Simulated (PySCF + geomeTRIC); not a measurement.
Species: [W(=O)(OCH3)4] (charge 0, multiplicity 1).

Give a relaxed geometry from BP86-D3(BJ)/def2-SVP in PySCF + geomeTRIC.

This is not unique; one that fits is the end point of this relaxation, one of several conformers.
Z-matrix (Å, degrees):
```
W
O 1 1.7265
O 1 1.9224 2 105.84
C 3 1.4105 1 132.11 2 -63.77
H 4 1.1111 3 109.71 1 -163.18
H 4 1.1138 5 108.99 3 121.46
H 4 1.1148 5 109.22 6 118.30
O 1 1.9224 2 105.58 3 90.06
C 8 1.4104 1 132.16 2 -64.19
H 9 1.1109 8 109.75 1 -163.05
H 9 1.1139 10 108.97 8 121.48
H 9 1.1148 10 109.24 11 118.24
O 1 1.9226 2 105.83 8 89.98
C 13 1.4105 1 132.03 2 -64.18
H 14 1.1110 13 109.72 1 -163.08
H 14 1.1139 15 108.99 13 121.49
H 14 1.1148 15 109.25 16 118.24
O 1 1.9227 2 105.66 8 179.92
C 18 1.4103 1 132.07 2 -63.97
H 19 1.1110 18 109.75 1 -162.93
H 19 1.1138 20 109.00 18 121.50
H 19 1.1148 20 109.20 21 118.26
```
